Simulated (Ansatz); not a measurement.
Geometry optimisation, Ansatz, RKS BHLYP-D4/def2-SVP.

The input (input.yaml):

```yaml
crystal:
  periodic: [false, false, false]
  atoms:
    - { symbol: F, position_ang: [-2.0632, -2.9929, 0.637] }
    - { symbol: C, position_ang: [-1.8908, -1.6905, 1.0986] }
    - { symbol: Si, position_ang: [-0.5977, -0.8723, 0.0986] }
    - { symbol: "N", position_ang: [-0.2369, 0.7366, 0.745] }
    - { symbol: C, position_ang: [0.5598, 1.5596, 0.2574] }
    - { symbol: Si, position_ang: [1.7942, 1.4838, -1.1411] }
    - { symbol: H, position_ang: [-1.5856, -1.7785, 2.1578] }
    - { symbol: H, position_ang: [-2.7959, -1.1273, 1.0349] }
    - { symbol: H, position_ang: [-0.9238, -0.6999, -1.2761] }
    - { symbol: H, position_ang: [0.7384, -1.5819, 0.2199] }
    - { symbol: H, position_ang: [0.5992, 2.547, 0.8002] }
    - { symbol: H, position_ang: [2.7926, 0.3765, -0.9117] }
    - { symbol: H, position_ang: [2.5101, 2.7652, -1.2685] }
    - { symbol: H, position_ang: [1.0867, 1.2454, -2.4231] }
basis:
  gaussian: { orbitals: def2-SVP }
hamiltonian:
  xc: { name: BHLYP }
  dispersion: d4
relax:
  f_tol: 0.015
  max_steps: 40
```

Launched with:

```bash
$ ansatz run input.yaml --threads 2 --pin off --max-ram 3072MiB --backend cpu --events-out ev --progress --plain --runs-dir out
```

Problem. Where does it end, and by what steps?

Solution. It converged. The force dipped under the threshold on the way, but the program's further checks kept it going. After 33 steps the energy has fallen by 0.344 eV; H9 moved furthest, 1.17 Å.

```tsv
step	energy less start (eV)	largest force component (eV/Å)	accepted
0	0.0000	2.653	yes
2	-0.2788	0.500	yes
4	-0.3003	0.128	yes
6	-0.3021	0.056	yes
8	-0.3032	0.246	yes
10	-0.3154	0.028	yes
12	-0.3173	0.319	no
14	-0.3337	0.073	yes
16	-0.3371	0.048	yes
18	-0.3398	0.038	yes
20	-0.3407	0.038	yes
22	-0.3413	0.055	yes
24	-0.3421	0.049	yes
26	-0.3431	0.046	yes
28	-0.3433	0.009	yes
30	-0.3435	0.011	yes
32	-0.3436	0.016	yes
33	-0.3436	0.008	yes
```

```xyz
14
Properties=species:S:1:pos:R:3
F -2.303 -2.705 0.431
C -1.930 -1.449 0.854
Si -0.119 -1.152 0.409
N 0.256 0.438 1.012
C 0.783 1.450 0.479
Si 1.445 1.603 -1.313
H -2.082 -1.374 1.936
H -2.582 -0.706 0.381
H 0.053 -1.308 -1.059
H 0.743 -2.125 1.110
H 0.881 2.355 1.104
H 2.377 0.490 -1.601
H 2.151 2.899 -1.442
H 0.316 1.556 -2.271
```

Whether the end is a true minimum wasn't checked by a vibrational analysis.

Time of the run: 3.3 min on 2 threads of Intel(R) Xeon(R) Platinum 8259CL CPU @ 2.50GHz (Skylake/Cascade Lake) (shared host), peak memory 0.36 GiB.
